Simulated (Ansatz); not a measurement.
`O=C=[N][AlH2]` + `CB[TeH]` → `CB[Te][AlH2]` + `N=C=O` at 400 K and 1 bar (ligand exchange at the Al–N bond).

Computed with Ansatz on PBE0-D4/def2-TZVP structures; ΔE is electronic, products minus reactants. CCSD(T)/CBS is the MP2 limit (def2-TZVPP, def2-QZVPP) plus CCSD(T) − MP2 in def2-TZVPP, frozen cores. This one scheme is used for every species. def2 core potentials past Kr. For Te outer-core shells are correlated without core-valence functions, which leaves a few kJ/mol of doubt a bond. One conformer a species, not always the lowest.

```tsv
species	CCSD(T)/CBS energy (Eh)	H − E (kJ/mol)	S (J/(mol·K))
`O=C=[N][AlH2]`	-411.17628	95.1	322.6
`CB[TeH]`	-333.59211	171.5	335.1
`CB[Te][AlH2]`	-576.23333	200.7	404.9
`N=C=O`	-168.51995	72.4	252.4
```

H − E and S are ideal-gas, rigid-rotor, harmonic terms from PBE0-D4/def2-TZVP, for one conformer and one mirror image of each species. 1 Eh = 2625.50 kJ/mol, R = 8.31446 J/(mol·K).

Q: By hand: ΔE, ΔH, ΔS and ΔG.

A: ΔE = (-576.23333) + (-168.51995) − (-411.17628) − (-333.59211) = 0.01511 Eh = 39.7 kJ/mol. Δ(H − E) = 200.7 + 72.4 − 95.1 − 171.5 = 6.5, so ΔH = 46.2 kJ/mol. ΔS = 404.9 + 252.4 − 322.6 − 335.1 = -0.4 J/(mol·K). ΔG = 46.2 − 400 × (-0.4)/1000 = 46.4 kJ/mol.

Q: By hand: the equilibrium constant, and the temperature at which ΔG would vanish if ΔH and ΔS stayed fixed.

A: log₁₀ K = −ΔG/(RT ln 10) = -6.1. ΔH and −TΔS have one sign here, so there is no such temperature.

The number of gas molecules stays the same, so ΔS is small and ΔH decides. A doubt of 5 kJ/mol in ΔE shifts log₁₀ K by 0.7 here. Other conformers and mirror images would add mixing entropy, several J/(mol·K) or more a flexible species. Modes under 60 cm⁻¹, often nearly free rotors, make the harmonic entropy too high. These are equilibria of isolated gas molecules and say nothing of rates. Largest T1 diagnostic: 0.018 (customary marks: 0.02 for closed shells, 0.045 for open ones).

ΔS is within the doubt of such terms, so its sign, and with it that verdict, could turn.
